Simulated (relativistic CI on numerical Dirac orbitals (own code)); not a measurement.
**Sc3+ in a cubic cluster: 3p photoemission with charge transfer**

Computed with a charge-transfer multiplet model of a cubic metal-ligand cluster with up to 2 ligand holes, Slater and spin-orbit integrals from Dirac-Coulomb-Breit ions, Slater integrals scaled by 0.8. The ground state mixes d0 with configurations of k ligand holes L, whose averages lie at kΔ + k(k − 1)U_dd/2; a core hole lowers each added d electron by U_cd. 20 K, Lorentzian 0.9 eV and Gaussian 0.8 eV FWHM.

Atomic integrals in eV (Slater integrals scaled, ζ unscaled), ground: F2dd 4.710, F4dd 2.885, zeta_d 0.005; with the core hole: F2dd 4.710, F4dd 2.885, zeta_d 0.012, zeta_core 0.361, F2cd 7.734, G1cd 9.660, G3cd 5.869. Where a configuration has fewer than two d electrons, the dd integrals are those of d2.

Cluster parameters (eV): U_dd = 5.4, U_cd = 6.6, 10Dq = 0.35, 10Dq(ligand) = 1.5, V(eg) = 1.4, V(t2g) = -0.63, final-state hopping factor = 0.9.

| Case | n_d | d0 | d1L | d2L2 | S |
| --- | --- | --- | --- | --- | --- |
| Δ = 3.2 eV | 0.45 | 0.59 | 0.38 | 0.04 | 0.00 |
| Δ = 4.2 eV | 0.35 | 0.67 | 0.31 | 0.02 | 0.00 |
| Δ = 6.2 eV | 0.22 | 0.79 | 0.20 | 0.01 | 0.00 |

Weights, n_d and S are thermal averages at 20 K. Binding energies count from the first peak over 30 % of the highest in each spectrum, which can be another peak from case to case. The parameters are a model scan and need not match a compound or its usual spin state. Peaks in eV (height, largest 100):
- Δ = 3.2 eV: 0.0 (100), 2.8 (40), 6.5 (41), 8.1 (39), 10.5 (23)
- Δ = 4.2 eV: 0.0 (100), 3.0 (40), 6.8 (54)
- Δ = 6.2 eV: 0.0 (100), 3.2 (37), 6.3 (62)

A d0 ion has no d-d gap: its lowest excitations are ligand-to-metal charge transfer. With the core hole the configuration with one ligand hole lies at Δ − U_cd = -3.4, -2.4, -0.4 eV from the one without, in the order of the table; where this is negative the screened configuration lies lower, though the effective hopping of about 2.8 eV (from the holes of the mixed ground state) mixes the two strongly wherever it is as large as the gap.
